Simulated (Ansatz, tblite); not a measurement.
Removing and adding an electron: GeH2(OiPr)2 (C₆H₁₆GeO₂). The state is a singlet with charge 0. Geometry: PBE-D4/def2-SVP. Ansatz, gas phase; energy differences of separate SCF runs; the oxidised species was run as a doublet alone; the reduced species was run as a doublet alone.

```xyz
25

Ge   -0.847   -0.847    1.249
H    -0.526   -0.596    2.742
H    -1.955   -1.870    0.895
O     0.601   -1.491    0.402
C     1.901   -0.950    0.686
C     2.478   -0.356   -0.597
C     2.772   -2.064    1.263
H     1.823   -0.132    1.446
H     2.531   -1.135   -1.385
H     3.498    0.046   -0.431
H     1.836    0.467   -0.967
H     2.335   -2.456    2.203
H     2.840   -2.903    0.540
H     3.798   -1.703    1.479
O    -1.285    0.783    0.633
C    -1.912    0.923   -0.653
C    -1.049    1.835   -1.521
C    -3.323    1.471   -0.447
H    -1.988   -0.072   -1.158
H    -0.920    2.819   -1.025
H    -1.512    2.000   -2.515
H    -0.046    1.391   -1.675
H    -3.928    0.775    0.169
H    -3.277    2.445    0.082
H    -3.843    1.620   -1.415
```

The xTB rows come from tblite.

```json
{"level": "GFN1-xTB", "−HOMO (eV)": "12.04", "vertical IE (eV)": "14.41", "−LUMO (eV)": "5.95", "vertical EA (eV)": "2.96", "HOMO–LUMO gap (eV)": "6.09", "IE − EA (eV)": "11.46", "remarks": "–"}
{"level": "PBE-D4/def2-TZVP", "−HOMO (eV)": "6.14", "vertical IE (eV)": "8.79", "−LUMO (eV)": "0.25", "vertical EA (eV)": "-1.62", "HOMO–LUMO gap (eV)": "5.89", "IE − EA (eV)": "10.41", "remarks": "HOMO above zero (-1 doublet)"}
{"level": "PBE0-D4/def2-TZVP", "−HOMO (eV)": "7.67", "vertical IE (eV)": "9.32", "−LUMO (eV)": "-0.68", "vertical EA (eV)": "-1.95", "HOMO–LUMO gap (eV)": "8.36", "IE − EA (eV)": "11.27", "remarks": "HOMO above zero (-1 doublet)"}
```

**Question.** Estimate the rows for GFN2-xTB, HF/def2-TZVP.

**Answer.** 
```csv
level,−HOMO (eV),vertical IE (eV),−LUMO (eV),vertical EA (eV),HOMO–LUMO gap (eV),IE − EA (eV),remarks
GFN2-xTB,11.02,13.43,3.72,0.56,7.31,12.87,–
HF/def2-TZVP,11.53,8.66,-3.66,-3.39,15.19,12.05,HOMO above zero (-1 doublet)
```

Relaxing the oxidised species (PBE-D4/def2-SVP) changes its energy by -0.30 eV at PBE-D4/def2-TZVP, so the adiabatic ionisation energy to this nearest minimum is 8.48 eV. At PBE0-D4/def2-TZVP it is 8.97 eV.     A HOMO above zero means that the electron is unbound at that level or that self-interaction error raises the level; the energy of removing that electron tells which. Raw xTB energy differences between charge states are shifted by several eV; the methods need an empirical correction for them. Sets without diffuse functions give affinities that are too small. A negative affinity means that the extra electron isn't bound; its size then hangs on the basis.
